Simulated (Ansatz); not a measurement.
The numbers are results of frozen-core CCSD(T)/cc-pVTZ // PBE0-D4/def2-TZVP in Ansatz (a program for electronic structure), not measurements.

Ansatz 0.2 input:
```yaml
crystal:
  periodic: [false, false, false]
  atoms:
    - { symbol: O, position_ang: [1.373256, -1.122889, 0.026039] }
    - { symbol: Ga, position_ang: [0.00001, 0.000031, -0.000167] }
    - { symbol: O, position_ang: [-1.658687, -0.628033, -0.041331] }
    - { symbol: O, position_ang: [0.285395, 1.750959, 0.015286] }
    - { symbol: H, position_ang: [2.224089, -0.679162, 0.04792] }
    - { symbol: H, position_ang: [-1.699709, -1.586979, -0.04699] }
    - { symbol: H, position_ang: [-0.524354, 2.266072, -0.000757] }
basis:
  gaussian: { orbitals: cc-pVTZ }
correlation:
  method: ccsd_t
```

Output:

```
Functional definition: HF
1072 factors; integrals over basis functions are off by at most 9.6e-4 eV
mean field evaluation 1: about -58493.4753 eV, gradient 5.9e1 eV
mean field evaluation 2: about -58493.5689 eV, gradient 5.9e1 eV
mean field evaluation 4: about -58499.3485 eV, gradient 2.6e0 eV
mean field evaluation 8: about -58499.3818 eV, gradient 2.4e-1 eV
mean field evaluation 16: about -58493.4753 eV, gradient 5.9e1 eV
mean field -58499.38202431 eV, -2149.8126370881 hartree, gradient 2.3e-6 eV, S^2 0.000000; 0 other end points of the search recorded, 0 dependent functions left out
12 core orbitals not correlated
reference -58499.38202431 eV, -2149.8126370881 hartree; 17, 17 occupied and 146, 146 virtual orbitals, 1072 factors
second order -24.32146354 eV of doubles, -0.00000000 eV of singles
cycle   1  -23.59114534 eV  change    7.3e-1 eV  update   1.2e-1
cycle   2  -24.20696573 eV  change   -6.2e-1 eV  update   3.4e-2
cycle   3  -24.34276981 eV  change   -1.4e-1 eV  update   1.8e-2
cycle   4  -24.32374609 eV  change    1.9e-2 eV  update   4.3e-3
cycle   5  -24.32089589 eV  change    2.9e-3 eV  update   1.9e-3
cycle   6  -24.32233105 eV  change   -1.4e-3 eV  update   5.9e-4
cycle   7  -24.32187067 eV  change    4.6e-4 eV  update   2.1e-4
cycle   8  -24.32176676 eV  change    1.0e-4 eV  update   6.4e-5
cycle   9  -24.32180688 eV  change   -4.0e-5 eV  update   2.6e-5
cycle  10  -24.32181106 eV  change   -4.2e-6 eV  update   8.9e-6
perturbative correction -0.95370845 eV, -0.0350481392 hartree
Total energy: -58524.65754383 eV, -2150.7414952980 hartree
```

Cost: roughly 2.5 core-minutes.
